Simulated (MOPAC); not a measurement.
MOPAC input (PM7):

```
PM7 PRECISE GNORM=0.05 LET XYZ UHF MS=0.5 GEO-OK AUX(PRECISION=9) THREADS=1
H4BO3Si

O    -1.65774500 1   -1.48902800 1    0.47635000 1
B    -0.89215700 1   -0.45867800 1   -0.00386800 1
O    -1.45674100 1    0.41901900 1   -0.89325500 1
O     0.38953600 1   -0.33396600 1    0.40738200 1
Si    1.61999800 1    0.72874900 1    0.08609800 1
H    -2.37516200 1    0.24429800 1   -1.12312400 1
H     1.95172500 1    0.70033800 1   -1.35472200 1
H     1.22563100 1    2.09712500 1    0.48463300 1
H     2.77821300 1    0.28094100 1    0.88336900 1
```

Output:

```
 *******************************************************************************
 **                                                                           **
 **                              MOPAC v23.2.5                                **
 **                                                                           **
 *******************************************************************************
 ** MOPAC's Digital Object Identifier: https://doi.org/10.5281/zenodo.6511958 **
 **                                                                           **
 ** Please cite the open-source release paper for use of this MOPAC version:  **
 ** J. E. Moussa and J. J. P. Stewart (2026)                                  **
 ** MOPAC: An open-source semiempirical molecular orbital program             **
 ** J. Open Source Softw., 11(119), 8025, https://doi.org/10.21105/joss.08025 **
 *******************************************************************************

                              PM7 CALCULATION RESULTS

 *******************************************************************************
 *  PM7        - The PM7 Hamiltonian to be used
 *  GEO-OK     - OVERRIDE INTERATOMIC DISTANCE AND OTHER SAFETY CHECKS
 *  UHF        - UNRESTRICTED HARTREE-FOCK CALCULATION
 *  MS=        - IN MECI, MAGNETIC COMPONENT OF SPIN =  0.5
 *  LET        - OVERRIDE SOME SAFETY CHECKS
 *  PRECISE    - TIGHTER CRITERIA TO BE USED
 *  XYZ        - CARTESIAN COORDINATE SYSTEM TO BE USED
 *  GNORM      - EXIT WHEN GRADIENT NORM DROPS BELOW 0.050
 *  AUX        - OUTPUT AUXILIARY INFORMATION
 *******************************************************************************
PM7 PRECISE GNORM=0.05 LET XYZ UHF MS=0.5 GEO-OK AUX(PRECISION=9) THREADS=1
 H4BO3Si

   ATOM   CHEMICAL          X               Y               Z
  NUMBER   SYMBOL      (ANGSTROMS)     (ANGSTROMS)     (ANGSTROMS)

     1       O         -1.65774500  *  -1.48902800  *   0.47635000  *
     2       B         -0.89215700  *  -0.45867800  *  -0.00386800  *
     3       O         -1.45674100  *   0.41901900  *  -0.89325500  *
     4       O          0.38953600  *  -0.33396600  *   0.40738200  *
     5      Si          1.61999800  *   0.72874900  *   0.08609800  *
     6       H         -2.37516200  *   0.24429800  *  -1.12312400  *
     7       H          1.95172500  *   0.70033800  *  -1.35472200  *
     8       H          1.22563100  *   2.09712500  *   0.48463300  *
     9       H          2.77821300  *   0.28094100  *   0.88336900  *

          CARTESIAN COORDINATES

    NO.       ATOM           X           Y           Z

     1         O         -1.6577     -1.4890      0.4764
     2         B         -0.8922     -0.4587     -0.0039
     3         O         -1.4567      0.4190     -0.8933
     4         O          0.3895     -0.3340      0.4074
     5        Si          1.6200      0.7287      0.0861
     6         H         -2.3752      0.2443     -1.1231
     7         H          1.9517      0.7003     -1.3547
     8         H          1.2256      2.0971      0.4846
     9         H          2.7782      0.2809      0.8834

 General Reference for PM7:
 "Optimization of Parameters for Semiempirical Methods VI: More Modifications to the
 NDDO Approximations and Re-optimization of Parameters", J. J. P. Stewart, J. Mol. Mod., 1:32, 19 (2013)
 https://link.springer.com/article/10.1007/s00894-012-1667-x

           Empirical Formula: H4 O3 B Si  =     9 atoms

      MOLECULAR POINT GROUP   :   Cs

          UHF CALCULATION, NO. OF ALPHA ELECTRONS =   15
                           NO. OF BETA  ELECTRONS =   14

          Geometry optimization using EF

          DIAGONAL MATRIX USED AS START HESSIAN

 CYCLE:     1  GRAD.:    89.328 HEAT: -189.5503
 CYCLE:     2  GRAD.:   208.375 HEAT: -180.5674
 CYCLE:     3  GRAD.:   119.875 HEAT: -186.2207
 CYCLE:     4  GRAD.:   181.189 HEAT: -183.3013
 CYCLE:     5  GRAD.:   147.454 HEAT: -185.3630
 CYCLE:     6  GRAD.:    80.061 HEAT: -189.4895
 CYCLE:     7  GRAD.:    90.557 HEAT: -189.5479
 CYCLE:     8  GRAD.:   137.263 HEAT: -186.6760
 CYCLE:     9  GRAD.:   156.350 HEAT: -183.1164
 CYCLE:    10  GRAD.:    95.883 HEAT: -187.9411
 CYCLE:    11  GRAD.:    66.811 HEAT: -191.1638
 CYCLE:    12  GRAD.:    67.318 HEAT: -191.0338
 CYCLE:    13  GRAD.:    28.318 HEAT: -192.8315
 CYCLE:    14  GRAD.:    12.777 HEAT: -193.3081
 CYCLE:    15  GRAD.:     6.500 HEAT: -193.4498
 CYCLE:    16  GRAD.:     3.096 HEAT: -193.4886
 CYCLE:    17  GRAD.:     4.374 HEAT: -193.5437
 CYCLE:    18  GRAD.:     9.493 HEAT: -193.7456
 CYCLE:    19  GRAD.:     8.481 HEAT: -193.8792
 CYCLE:    20  GRAD.:     2.458 HEAT: -193.9654
 CYCLE:    21  GRAD.:     2.908 HEAT: -193.9718
 CYCLE:    22  GRAD.:     2.185 HEAT: -193.9787
 CYCLE:    23  GRAD.:     0.514 HEAT: -193.9820
 CYCLE:    24  GRAD.:     0.205 HEAT: -193.9822
 CYCLE:    25  GRAD.:     0.097 HEAT: -193.9822
 CYCLE:    26  GRAD.:     0.049 HEAT: -193.9822

     GRADIENT =  0.04941 IS LESS THAN CUTOFF =  0.05000

 -------------------------------------------------------------------------------
 PM7 PRECISE GNORM=0.05 LET XYZ UHF MS=0.5 GEO-OK AUX(PRECISION=9) THREADS=1
 H4BO3Si

     GEOMETRY OPTIMISED USING EIGENVECTOR FOLLOWING (EF).
     SCF FIELD WAS ACHIEVED

                              PM7 CALCULATION
                                                       MOPAC v23.2.5 Linux

          FINAL HEAT OF FORMATION =       -193.98222 KCAL/MOL =    -811.62162 KJ/MOL

          COSMO AREA              =        127.78 SQUARE ANGSTROMS
          COSMO VOLUME            =        114.49 CUBIC ANGSTROMS

          GRADIENT NORM           =          0.04941          =       0.01647 PER ATOM
          IONIZATION POTENTIAL    =         10.925205 EV
          ALPHA SOMO LUMO (EV)    =        -11.581  0.156
          BETA  SOMO LUMO (EV)    =        -10.925 -1.915
          NO. OF ALPHA ELECTRONS  =         15
          NO. OF BETA  ELECTRONS  =         14
          MOLECULAR WEIGHT        =         90.9253         POINT GROUP:  Cs

          MOLECULAR DIMENSIONS (Angstroms)

            Atom       Atom       Distance
            H     9    H     6     5.67162
            O     1    H     8     3.79684
            O     1    H     7     2.24402

          SCF CALCULATIONS        =         27

   ATOM   CHEMICAL          X               Y               Z
  NUMBER   SYMBOL      (ANGSTROMS)     (ANGSTROMS)     (ANGSTROMS)

     1       O         -1.55760928  *  -1.52826762  *   0.54568191  *
     2       B         -0.92948441  *  -0.42517265  *  -0.04404720  *
     3       O         -1.66351842  *   0.37867736  *  -0.94425560  *
     4       O          0.37139300  *  -0.14783530  *   0.25887809  *
     5      Si          1.69136845  *   0.69252304  *   0.14178609  *
     6       H         -2.57308871  *   0.12625715  *  -1.11161199  *
     7       H          2.20835348  *   0.71033635  *  -1.22153550  *
     8       H          1.50026033  *   2.07251398  *   0.57223431  *
     9       H          2.68754880  *   0.07057843  *   1.00732560  *

                             CARTESIAN COORDINATES

   1    O       -1.557609283    -1.528267622     0.545681907
   2    B       -0.929484408    -0.425172647    -0.044047197
   3    O       -1.663518419     0.378677362    -0.944255601
   4    O        0.371393001    -0.147835303     0.258878085
   5   Si        1.691368445     0.692523038     0.141786090
   6    H       -2.573088714     0.126257145    -1.111611989
   7    H        2.208353481     0.710336355    -1.221535501
   8    H        1.500260329     2.072513984     0.572234311
   9    H        2.687548797     0.070578431     1.007325601

           Empirical Formula: H4 O3 B Si  =     9 atoms

      MOLECULAR POINT GROUP   :   Cs

          ALPHA EIGENVALUES
 -30.66540 -29.59079 -29.02110 -18.99201 -17.92121 -16.47336 -15.61019 -15.04064
 -14.30716 -13.49762 -13.09357 -12.50762 -11.82054 -11.58627 -11.58102   0.15603
   1.17887   2.22731   2.75369   2.80093   2.89094   4.20886   6.05123   8.08709
  22.09312  22.18244  23.15286  23.20612  24.43549

           BETA EIGENVALUES
 -29.57334 -28.85490 -26.00564 -18.90261 -17.84549 -16.24340 -14.96370 -14.74145
 -14.13554 -12.87802 -12.28917 -11.62759 -11.47680 -10.92520  -1.91482   0.29552
   1.28832   2.54422   2.80006   2.90930   3.33926   4.39482   6.07161   8.08812
  22.09299  22.18276  23.15296  23.20583  24.43396

              NET ATOMIC CHARGES AND DIPOLE CONTRIBUTIONS

  ATOM NO.   TYPE          CHARGE      No. of ELECS.   s-Pop       p-Pop       d-Pop
    1          O          -0.132102        6.1321     1.91384     4.21826
    2          B           0.613990        2.3860     0.64138     1.74463
    3          O          -0.564193        6.5642     1.78027     4.78393
    4          O          -0.611686        6.6117     1.61989     4.99180
    5         Si           0.224689        3.7753     0.90067     2.66184     0.21280
    6          H           0.339801        0.6602     0.66020
    7          H           0.041753        0.9582     0.95825
    8          H           0.041752        0.9582     0.95825
    9          H           0.045995        0.9540     0.95400
 DIPOLE           X         Y         Z       TOTAL
 POINT-CHG.     0.627     0.651    -0.247     0.937
 HYBRID        -0.998    -0.430    -0.067     1.089
 SUM           -0.371     0.221    -0.314     0.534

          ATOMIC ORBITAL ELECTRON POPULATIONS

     Atom    s        px        py        pz      x^2-y^2     xz        z^2       yz        xy
    1  O   1.91384   1.17557   1.51685   1.52584
    2  B   0.64138   0.60506   0.59190   0.54767
    3  O   1.78027   1.40172   1.68015   1.70206
    4  O   1.61989   1.44102   1.75262   1.79816
    5 Si   0.90067   0.66982   0.92599   1.06602   0.05811   0.05324   0.03217   0.01809   0.05119
    6  H   0.66020
    7  H   0.95825
    8  H   0.95825
    9  H   0.95400

                    (SZ)    =    0.500000
                    (S**2)  =    0.759221

          ATOMIC ORBITAL SPIN POPULATIONS

    Atom   Total    s     px     py     pz   x^2-y^2  xz     z^2    yz     xy
         Atomic
    1  O  1.0464  0.019  0.661  0.089  0.277
    2  B -0.0886 -0.019 -0.015 -0.029 -0.025
    3  O  0.0364 -0.000  0.000  0.024  0.012
    4  O  0.0058  0.003  0.008 -0.001 -0.005
    5 Si  0.0042  0.000  0.003  0.001  0.000 -0.000 -0.000 -0.000 -0.000 -0.000
    6  H -0.0032 -0.003
    7  H -0.0004 -0.000
    8  H -0.0004 -0.000
    9  H -0.0002 -0.000

 **********************
 *                    *
 * JOB ENDED NORMALLY *
 *                    *
 **********************

 == MOPAC DONE ==
```

The geometry given is a B3LYP-D3(BJ)/def2-TZVP minimum.
